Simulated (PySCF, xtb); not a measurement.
C4H9O, SMILES C([CH]O)CC, multiplicity 2. The values are those of a single conformer.

Harmonic wavenumbers (cm⁻¹) from GFN2-xTB (xtb) at its own minimum, in rising order: 68, 90, 229, 238, 317, 337, 454, 514, 781, 886, 911, 1012, 1068, 1078, 1092, 1206, 1222, 1248, 1266, 1281, 1333, 1360, 1412, 1456, 1492, 1502, 1505, 2952, 2971, 2991, 2992, 3029, 3031, 3037, 3057, 3572.

Problem. What does r2SCAN-D4/def2-SVP run with PySCF give at its own minimum? (The exact figures need the calculation; the answer reports its results.)

Solution. 99, 111, 233, 253, 335, 372, 507, 611, 747, 859, 880, 993, 1052, 1086, 1089, 1216, 1224, 1270, 1288, 1324, 1353, 1386, 1429, 1454, 1465, 1469, 1478, 3002, 3023, 3026, 3066, 3086, 3111, 3116, 3124, 3847. Paired by order, the mean absolute difference is 40 cm⁻¹ and the zero-point energies are 75.8 and 77.2 kcal/mol.
